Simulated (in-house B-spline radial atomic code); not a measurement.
RPA and G0W0 on HSE06: In XLVII (In46+)

Configuration [He] 2s1, highest spin, mean-field start HSE06. Computed with a B-spline radial code for spherical atoms: all electrons, non-relativistic, point nucleus, each spin shell either full or empty, empty states to l = 9 with an (l + 1/2)⁻⁴ tail; G0W0 by contour deformation at full frequency.

Without relativity these are model numbers: it shifts the levels of so heavy an element strongly and can reorder them.

Command:
```bash
python run_gw.py task.json out
```
Settings (radii: box in bohr, nucleus in fm):
```
Z                        49
electrons                3
configuration            [He] 2s1
hamiltonian              nr
method                   hse06
lmax                     9
spin_polarised           True
box_radius               2.23
intervals                45
ion_configuration        1s2
```

Time taken, with all properties: 1.5 s on 1 thread of Intel(R) Xeon(R) Platinum 8259CL CPU @ 2.50GHz (Skylake/Cascade Lake), on a shared host.

Energies (hartree):

```csv
term,value
mean-field total,-2651.08685
Hartree-Fock functional on these orbitals,-2651.36192
direct second order,-0.41376
second-order exchange,0.36075
SOSEX correction,0.29525
```

**Question.** What is the RPA correlation energy, and what remains with SOSEX?

**Answer.** RPA gives -0.34752 hartree (-3.15 eV per electron); RPA + SOSEX gives -0.052267, and the second-order doubles -0.053005 hartree (no singles). SOSEX takes back 85 % of the RPA value.

Quasi-particle levels (eV):

```tsv
level	occupied	mean field	Σx - vxc	Σc	QP weight	G0W0
2s up	yes	-7589.18	-53.92	?	?	?
1s down	yes	-31333.61	-232.28	2.24	1.000	-31563.64
1s up	yes	-31351.06	-242.93	-2.91	0.961	-31596.89
2s down	no	-7492.06	44.39	-16.42	0.937	-7464.09
```

G0W0 = mean field + (Σx - vxc) + Σc, with Σc (partial-wave tail included) taken at the quasi-particle energy.

**Question.** Where does G0W0 put 2s up?

**Answer.** At -7653.09 eV, with Σc = -10.00 eV and a quasi-particle weight of 0.974. The tabulated removal energy is 7953.14 ± 0.03 eV (NIST, tabulated theory); the calculation leaves out relativity, Breit and QED terms, and what these don't explain is the method's own error.

**Question.** What does it cost to remove one electron (to 1s2) by differences of total energies, each species on its own start (correlation terms add to the Hartree-Fock functional)?

**Answer.** HSE06 7646.16 eV, Hartree-Fock functional 7643.05 eV, + RPA 7649.98 eV, + RPA + SOSEX 7643.21 eV, + second order 7643.22 eV. Tabulated: 7953.14 ± 0.03 eV (NIST, tabulated theory); the calculation leaves out relativity, Breit and QED terms, and what these don't explain is the method's own error.
